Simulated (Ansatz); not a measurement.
`[AlH2][CH2][SiH2][SiH3]` + H₂ → `[AlH2][CH2][SiH3]` + SiH₄ at 600 K and 1 bar (hydrogenolysis of the Si–Si bond).

Isolated molecules relaxed with PBE0-D4/def2-TZVP in Ansatz; ΔE leaves out vibrations. CCSD(T)/CBS is the MP2 limit (def2-TZVPP, def2-QZVPP) plus CCSD(T) − MP2 in def2-TZVPP, frozen cores. This one scheme is used for every species. Each species was taken in one conformer, which may not be the lowest.

```tsv
species	CCSD(T)/CBS energy (Eh)	H − E (kJ/mol)	S (J/(mol·K))
`[AlH2][CH2][SiH2][SiH3]`	-863.62463	292.1	486.2
H₂	-1.17544	43.9	150.8
`[AlH2][CH2][SiH3]`	-573.34237	226.7	417.6
SiH₄	-291.46306	108.7	242.3
```

H − E and S are ideal-gas, rigid-rotor, harmonic terms from PBE0-D4/def2-TZVP, for one conformer and one mirror image of each species. For small species the MP2-based limit differs from directly extrapolated CCSD(T) by up to some mEh (0.8 for H₂); such offsets cancel only in part. 1 Eh = 2625.50 kJ/mol, R = 8.31446 J/(mol·K).

Task: By hand: ΔE, ΔH, ΔS and ΔG.

Result: ΔE = (-573.34237) + (-291.46306) − (-863.62463) − (-1.17544) = -0.00536 Eh = -14.1 kJ/mol. Δ(H − E) = 226.7 + 108.7 − 292.1 − 43.9 = -0.6, so ΔH = -14.7 kJ/mol. ΔS = 417.6 + 242.3 − 486.2 − 150.8 = 22.9 J/(mol·K). ΔG = -14.7 − 600 × (22.9)/1000 = -28.4 kJ/mol.

Task: By hand: the equilibrium constant, and the temperature at which ΔG would vanish if ΔH and ΔS stayed fixed.

Result: log₁₀ K = −ΔG/(RT ln 10) = 2.5. ΔH and −TΔS have one sign here, so there is no such temperature.

TΔS isn't small against ΔH here. A doubt of 5 kJ/mol in ΔE shifts log₁₀ K by 0.4 here. Other conformers and mirror images would add mixing entropy, several J/(mol·K) or more a flexible species. These are equilibria of isolated gas molecules and say nothing of rates. Largest T1 diagnostic: 0.012 (customary marks: 0.02 for closed shells, 0.045 for open ones).
